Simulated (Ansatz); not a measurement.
`[NH]=[Ta]([OH])([OH])[OH]` + HCl → `[NH]=[Ta]([OH])([OH])[Cl]` + H₂O  (ligand exchange at a Ta–O bond)

Isolated molecules relaxed with PBE0-D4/def2-TZVP in Ansatz; ΔE leaves out vibrations. CCSD(T)/CBS is the MP2 limit (def2-TZVPP, def2-QZVPP) plus CCSD(T) − MP2 in def2-TZVPP, frozen cores. This one scheme is used for every species. DFT in def2-TZVPP. Elements past krypton have def2 core potentials. For Ta outer-core shells are correlated without core-valence functions, which leaves a few kJ/mol of doubt a bond. One conformer a species, not always the lowest.

CCSD(T)/CBS gives -15.6 kcal/mol.

Q: Another level gave -14.2 kcal/mol. Which?
A. MP2/def2-TZVPP
B. CAM-B3LYP/def2-TZVPP
C. BHLYP/def2-TZVPP
D. PBE0/def2-TZVPP

A: C. BHLYP -14.2, PBE0 -15.4, CAM-B3LYP -12.7, MP2/def2-TZVPP -16.6 kcal/mol.

Largest T1 diagnostic among the species: 0.019.

From BLYP to BHLYP (50 % exact exchange), in def2-TZVPP and without D4, ΔE moves by −1.3 kcal/mol. Leaving LDA and LC-ωPBE aside and taking each functional with its dispersion term where it has one, the values, not all of them listed here, spread over 3.2 kcal/mol, from PBE-QIDH to CAM-B3LYP-D4.
